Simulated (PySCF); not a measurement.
Work out the structure from these simulated measurements.

Formula: C5H12BNO.

| Quantity | Value |
| --- | --- |
| 1H NMR | chemical shifts (computed TMS as zero) by class: 4.23 (2 H), 3.22 (1 H), 2.16 (3 H), 1.30 (6 H) ppm [GIAO PBE0/pcSseg-1] |
| UV, first state | lowest singlet excitation: 5.34 eV (232 nm, f = 0.003) [TDDFT PBE0/def2-SVPD] |
| 13C NMR | chemical shifts (computed TMS as zero) by class: 115.5 (1 C), 79.2 (1 C), 56.4 (1 C), 23.4 (2 C) ppm [GIAO PBE0/pcSseg-1] |
| Dipole | 6.93 D [PBE0/def2-SVPD] |
| XPS | B1s 193.9, C1s 291.1 (×2), C1s 292.7, C1s 292.8, C1s 294.2, N1s 406.7, O1s 539.1 eV [ΔSCF SCAN, pcX-2 on the ionised atom, pcseg-1 elsewhere, spin-free X2C] |
| UV, strongest line | among the 10 lowest singlet transitions: S5 at 6.69 eV (185 nm, f = 0.567) [TDDFT PBE0/def2-SVPD] |
| Polarisability | 96.5 au [PBE0/def2-SVPD] |
| Rotational structure | rotational constants A, B, C: 4.255, 0.976, 0.847 GHz [PBE0-D3(BJ)/def2-SVP] |

Gas-phase values; electronic properties from PySCF, density fitting. Levels stand in brackets. One conformer (not necessarily the lowest) at the PBE0-D3(BJ)/def2-SVP geometry, without solvent, vibrations or thermal averaging. Each NMR value is the plain mean over a class of atoms that symmetry, rotation or inversion makes alike.

Problem. Give a SMILES that accounts for the data.

Solution. Numbering: `[BH3-:1][N+:2]#[C:3][CH2:4][O:5][CH:6]([CH3:7])[CH3:8]`. 5 carbons fall into 4 classes; from least to most shielded: triply bonded carbon [C3] (115.5 ppm), sp3 carbon bound to oxygen [C6] (79.2 ppm), sp3 carbon bound to oxygen [C4] (56.4 ppm), methyl carbon [C7/C8] (23.4 ppm, 2 C, up to 3.2 ppm apart in this geometry). Hydrogen classes from least to most shielded: 2 H on an sp3 carbon bound to oxygen, C4 (4.23 ppm, a mean of values up to 0.9 ppm apart in this geometry), 1 H on an sp3 carbon bound to oxygen, C6 (3.22 ppm), 3 H on a four-coordinate boron, B1 (2.16 ppm), 6 H on 2 methyl carbons, C7/C8 (1.30 ppm, a mean of values up to 0.9 ppm apart in this geometry). The core levels belong to: B1s 193.9 eV, four-coordinate boron [B1]; C1s 291.1 eV, methyl carbon [C7/C8]; C1s 292.7 eV, triply bonded carbon [C3]; C1s 292.8 eV, sp3 carbon bound to oxygen [C6]; C1s 294.2 eV, sp3 carbon bound to oxygen [C4]; N1s 406.7 eV, nitrogen bonded to B and C [N2]; O1s 539.1 eV, ether oxygen [O5]. One atom of each topological class was ionised and stands for its class. The hole state at 406.7 eV has ⟨S²⟩ = 0.82 against 0.75, so that value is less sure. The hole state at 292.7 eV has ⟨S²⟩ = 0.83 against 0.75, so that value is less sure. The optimised geometry has point group C1 and is an asymmetric top. Structure: `[BH3-][N+]#CCOC(C)C`. Computed isomers that give other values at the same levels: `[H]/N=C/[C@H]1CCC[O+]1[BH3-]` (rotational constant A: 2.830 GHz; this holds for the one conformer computed); `C=C(C)B(O)N(C)C` (rotational constant A: 2.820 GHz; this holds for the one conformer computed). The assignments are read from this structure; whether some other isomer fits the data as well wasn't checked.

The values belong to the conformer `[BH3-:1][N+:2]#[C:3][CH2:4][O:5][CH:6]([CH3:7])[CH3:8]`: C3–C4–O5–C6 -86°, C4–O5–C6–C7 -165°.
